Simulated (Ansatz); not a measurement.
`BB1BO1` + `C[SiH](S)Cl` → `BS[SiH](C)Cl` + `B1BO1` at 298.15 K and 1 bar (cleavage of the B–B bond).

Program: Ansatz. Geometries: PBE0-D4/def2-TZVP. ΔE: electronic, gas phase. CCSD(T)/CBS is the MP2 limit (def2-TZVPP, def2-QZVPP) plus CCSD(T) − MP2 in def2-TZVPP, frozen cores. This one scheme is used for every species. One conformer a species, not always the lowest.

```json
{"species": "`BB1BO1`", "CCSD(T)/CBS energy (Eh)": "-151.33700", "H − E (kJ/mol)": "119.1", "S (J/(mol·K))": "282.8"}
{"species": "`C[SiH](S)Cl`", "CCSD(T)/CBS energy (Eh)": "-1187.79090", "H − E (kJ/mol)": "170.1", "S (J/(mol·K))": "341.6"}
{"species": "`BS[SiH](C)Cl`", "CCSD(T)/CBS energy (Eh)": "-1213.19788", "H − E (kJ/mol)": "209.6", "S (J/(mol·K))": "371.4"}
{"species": "`B1BO1`", "CCSD(T)/CBS energy (Eh)": "-125.96505", "H − E (kJ/mol)": "84.0", "S (J/(mol·K))": "239.6"}
```

H − E and S are ideal-gas, rigid-rotor, harmonic terms from PBE0-D4/def2-TZVP, for one conformer and one mirror image of each species. 1 Eh = 2625.50 kJ/mol, R = 8.31446 J/(mol·K).

Q: By hand: ΔE, ΔH, ΔS and ΔG.

A: ΔE = (-1213.19788) + (-125.96505) − (-151.33700) − (-1187.79090) = -0.03503 Eh = -92.0 kJ/mol. Δ(H − E) = 209.6 + 84.0 − 119.1 − 170.1 = 4.4, so ΔH = -87.6 kJ/mol. ΔS = 371.4 + 239.6 − 282.8 − 341.6 = -13.4 J/(mol·K). ΔG = -87.6 − 298.15 × (-13.4)/1000 = -83.6 kJ/mol.

Q: By hand: the equilibrium constant, and the temperature at which ΔG would vanish if ΔH and ΔS stayed fixed.

A: log₁₀ K = −ΔG/(RT ln 10) = 14.6. ΔG = 0 at ΔH/ΔS = 6537 K, far beyond where these terms or the molecules hold.

The number of gas molecules stays the same, so ΔS is small and ΔH decides. A doubt of 5 kJ/mol in ΔE shifts log₁₀ K by 0.9 here. Other conformers and mirror images would add mixing entropy, several J/(mol·K) or more a flexible species. Modes under 60 cm⁻¹, often nearly free rotors, make the harmonic entropy too high. These are equilibria of isolated gas molecules and say nothing of rates. Largest T1 diagnostic: 0.017 (customary marks: 0.02 for closed shells, 0.045 for open ones).
